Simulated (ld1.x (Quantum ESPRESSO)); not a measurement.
Pb, TM: configuration errors across variants

ld1.x (Quantum ESPRESSO) 7.5 input, shortened:

```
&input
   title='Pb', zed=82., rel=1, dft='REVPBE', iswitch=3,
   config='[Xe] 4f14 5d10 6s2 6p2 6d-2'
 /
 &inputp
   pseudotype=2, tm=.true., lloc=-1, rcloc=1.50,
   nlcc=.false.
 /
3
6S  1  0   2.00   0.00  1.80  1.80  0.0
6P  2  1   2.00   0.00  2.65  2.65  0.0
6D  3  2  -2.00   0.15  2.50  2.50  0.0
 &test
   configts(1)='6s2 6p2'
 /
```

All-electron excitation energies from the reference (eV): (1) 6s2 6p1 6.487; (2) 6s2 6p0 19.813; (3) 6s1 6p0 52.078; (4) 6s2 6p2.3 -0.779; (5) 6s2 6p1.5 2.452; (6) 6s1 6p3 8.731; (7) 6s1 6p2 16.024.

Tests that are not counted but printed errors over 1 eV. “all radii scaled by about 1.15 (s 2.08, p 3.06, d 2.88 bohr); local potential all-electron potential smoothed inside 1.72 bohr (lloc = -1)”: 6s1 6p2 (solver errors, printed error -34.6 eV); 6s1 6p3 (solver errors, printed error -30.9 eV); 2 more.

4 further variants failed, have other tests or another functional or relativity, and are left out.

A true bound ghost makes a file unfit for plane-wave use even where its test errors are small: the radial tests pick states by their node count and pass the ghost by. Where a test does run into it, the solver fails or the error is huge.

Errors AE − PS in meV (a dash: test not solved or not reliable):

| change | (1) | (2) | (3) | (4) | (5) | (6) | (7) | bound ghosts |
| --- | --- | --- | --- | --- | --- | --- | --- | --- |
| base | +3.5 | +57 | +34 | +0.6 | +0.3 | +20 | -16 | s, p |
| wave 6p (bound): rc 2.65 bohr becomes 6p (bound): rc 3.28 bohr | +1.8 | +38 | -15 | +0.6 | 0.0 | +26 | -11 | s, p |
| core correction a·sin(br)/r model core inside 1.94 bohr | -20 | -130 | -655 | -0.2 | -3.8 | -45 | -100 | s, p |
| local potential the s channel | +4.4 | +57 | +34 | +0.7 | +0.5 | +20 | -12 | d |
| all radii scaled by about 1.15 (s 2.08, p 3.06, d 2.88 bohr); local potential all-electron potential smoothed inside 1.72 bohr (lloc = -1) | – | +45 | +1.3 | +2.0 | – | – | – | s |
| wave 6d channel at 0.15 Ry: rc 2.50 bohr becomes 6d channel at -0.09 Ry: rc 2.50 bohr | +3.5 | +57 | +34 | +0.6 | +0.3 | +20 | -16 | s, p, d |
| wave 6s (bound): rc 1.80 bohr becomes 6s (bound): rc 1.58 bohr | +3.4 | +56 | +23 | +0.6 | +0.2 | +19 | -19 | s, p |

(1) Give the same row for: local potential all-electron potential smoothed inside 2.46 bohr (lloc = -1).

## Answers

(1) +5.7, +62, +48, +0.8, +0.8, +21, -8.7; bound ghosts: d.
